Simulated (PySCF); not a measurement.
# Polarisability and C₆ of P⁻ (phosphorus, charge -1)

[Ne] 3s2 3p4, high-spin 3P determinant. Calculation: PySCF 2.14, in aug-cc-pVQZ-DK (7s6p4d3f2g, 84 functions); scalar relativity by spin-free X2C-1e. Coupled (time-dependent) response in atomic units; α is the mean over directions.

```tsv
method	mean α (bohr³)	α xx, yy, zz	C₆ (like pair)	S(−4)
UHF	73.51	57.96, 104.6, 57.96	860.0	2754
wB97X	77.76	62.72, 107.8, 62.72	919.7	2942
```

S(−4) is the Cauchy moment in α(ω) = α(0) + S(−4) ω² + …

α(iu) at wB97X:

| u (hartree) | α(iu) (bohr³) |
| --- | --- |
| 0 | 77.76 |
| 0.0500 | 71.43 |
| 0.100 | 59.30 |
| 0.200 | 38.89 |
| 0.300 | 26.33 |
| 0.500 | 13.88 |
| 0.750 | 7.564 |
| 1.00 | 4.719 |
| 1.50 | 2.339 |
| 2.00 | 1.404 |
| 3.00 | 0.6846 |
| 5.00 | 0.2812 |

A single London oscillator, α(iu) = α/(1 + u²/ω²), gives C₆ = (3/4) ω α². Matching the computed C₆ needs ω = 4 × 919.7 / (3 × 77.76²) = 0.203 hartree.

For an ion, C₆ is the dispersion term alone; charge-induced terms of lower order in 1/R come first.

The components differ because the open shell of this determinant is not spherical; for a pure term their mean is the scalar polarisability.
